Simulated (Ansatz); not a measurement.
`[SiH3][CH2][AlH][TeH]` + `N[SiH3]` → `N[SiH2][AlH][TeH]` + `C[SiH3]`  (formal exchange of groups at the Al–C bond)

Calculated with Ansatz (gas phase, PBE0-D4/def2-TZVP geometries, no zero-point term in ΔE). CBS: MP2 limit from def2 TZ/QZ plus the TZ coupled-cluster correction, frozen cores. This one scheme is used for every species. DFT in def2-TZVPP. B3LYP here is the variant with VWN-RPA as its local correlation; programs differ in this. Elements past krypton have def2 core potentials. For Te outer-core shells are correlated without core-valence functions, which leaves a few kJ/mol of doubt a bond. Each species was taken in one conformer, which may not be the lowest.

| level | ΔE (kJ/mol) | difference from CCSD(T)/CBS |
| --- | --- | --- |
| PBE-D4 | 3.8 | -17.4 |
| r2SCAN-D4 | 15.0 | -6.2 |
| PBE0-D4 | 9.4 | -11.8 |
| B3LYP-D4 | 16.2 | -5.0 |
| ωB97X-V | 18.9 | -2.3 |
| ωB97M-V | 26.2 | 5.0 |
| B2PLYP | 18.5 | -2.7 |
| PBE | 0.7 | -20.5 |
| r2SCAN | 14.1 | -7.1 |
| PBE0 | 6.6 | -14.6 |
| B3LYP | 11.2 | -10.0 |
| HF/def2-TZVPP | 20.5 | -0.7 |
| MP2/def2-TZVPP | 30.1 | 8.9 |
| SCS-MP2/def2-TZVPP | 27.7 | 6.5 |
| CCSD/def2-TZVPP | 20.7 | -0.5 |
| CCSD(T)/def2-TZVPP | 20.7 | -0.5 |
| HF/def2-QZVPP | 21.2 | 0.0 |
| MP2/def2-QZVPP | 30.7 | 9.5 |
| SCS-MP2/def2-QZVPP | 28.1 | 6.9 |
| HF/CBS(def2) | 21.3 | 0.1 |
| MP2/CBS(def2) | 30.7 | 9.5 |
| CCSD/CBS(def2) | 21.3 | 0.1 |
| CCSD(T)/CBS | 21.2 | 0 |

Largest T1 diagnostic among the species: 0.012.

From PBE to PBE0 (25 % exact exchange), in def2-TZVPP and without D4, ΔE moves by +5.9 kJ/mol. The D4 term adds +5.0 kJ/mol with B3LYP and +2.8 kJ/mol with PBE0; it sums over pairs of atoms, weighted by their polarisabilities, and B3LYP, whose exchange is more repulsive, gets the larger term.
